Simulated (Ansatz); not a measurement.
`C[SiH](N)[GeH2][NH2]` at its PBE0-D4/def2-TZVP geometry, where that method's forces vanish. The species carries charge 0 and has multiplicity 1.

```xyz
15

C     1.1431   -1.5731   -0.4346
Si    0.1375   -0.4713    0.6925
N    -1.0756   -1.4315    1.4594
Ge   -0.9444    1.2888   -0.5151
N     0.2170    2.6182   -1.0949
H     0.5095   -2.0377   -1.1930
H     1.9229   -0.9970   -0.9392
H     1.6365   -2.3668    0.1336
H     1.1008    0.1902    1.6361
H    -1.8175   -0.9807    1.9708
H    -0.8164   -2.2972    1.9075
H    -1.6378    0.7684   -1.7908
H    -2.0027    1.9971    0.3597
H     0.8283    2.3049   -1.8376
H     0.7990    2.9879   -0.3543
```

(1) What forces (eV/Å) does ωB97M-V/def2-TZVPP give on these atoms in Ansatz 0.2.0? (Best estimate.)

Results:

(1) Ansatz gave: 
```
C1   0.011 -0.025 -0.011
Si2  0.125  0.163 -0.018
N3  -0.024 -0.016  0.041
Ge4 -0.117 -0.106  0.043
N5   0.059 -0.002  0.007
H6   0.045  0.031  0.049
H7  -0.049 -0.038  0.028
H8  -0.034  0.054 -0.043
H9  -0.102 -0.069 -0.093
H10  0.004 -0.026 -0.005
H11 -0.023  0.020 -0.008
H12  0.048  0.035  0.087
H13  0.071 -0.050 -0.060
H14 -0.009  0.030  0.026
H15 -0.007 -0.001 -0.042
```
